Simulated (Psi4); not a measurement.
Pair of molecules: CH3F (SMILES CF) (first 5 atoms) with H2 (SMILES [H][H]); geometry from B3LYP-D3(BJ)/def2-TZVP, rigid monomers moved along the line of their centres of mass till F2···H6 is 4.56 Å.
(charge 0, multiplicity 1):
```xyz
7

C     -0.445    -0.671    -0.351
F     -0.202     0.623     0.098
H      0.104    -0.827    -1.281
H     -0.105    -1.375     0.409
H     -1.516    -0.788    -0.521
H      0.601     0.340     4.583
H      0.691     0.013     5.247
```

All values below come from Psi4 with SAPT0/jun-cc-pV(D+d)Z.

Problem. Give the four SAPT terms and the total, and say what mostly holds the pair together.

Solution. electrostatics -2.5, exchange 0.0, induction -0.1, dispersion -0.7, total -3.3 meV; the largest attraction is electrostatics.
